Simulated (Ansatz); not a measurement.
Wavefunction ladder for C$_{2}$H$_{9}$GaSi, SMILES `[CH3][Ga]([CH3])[SiH3]`

```xyz
13

C     0.289   -1.517    1.376
Ga   -0.034    0.027    0.188
C    -0.234    1.845    0.934
Si   -0.096   -0.314   -2.214
H    -0.421   -2.320    1.162
H     1.288   -1.924    1.190
H     0.215   -1.253    2.432
H     0.738    2.349    0.899
H    -0.931    2.451    0.353
H    -0.558    1.823    1.976
H    -0.588   -1.670   -2.594
H     1.280   -0.182   -2.781
H    -0.949    0.684   -2.920
```

Charge 0, multiplicity 1. Correlated methods include outer-core shells of Ga, which these sets cover unevenly. Scalar relativity is left out up to krypton. All single points use the PBE0-D4/def2-TZVP geometry. Frozen core, restricted reference, Ansatz.

```csv
basis,HF (Eh),MP2 corr.,CCSD corr.,(T),CCSD(T) total
def2-SVP,-2292.75529,-0.61327,-0.66409,-0.01999,-2293.43937
def2-TZVPP,-2293.19439,-0.72350,-0.77316,-0.02966,-2293.99721
def2-QZVPP,-2293.24722,-1.00271,–,–,–
```
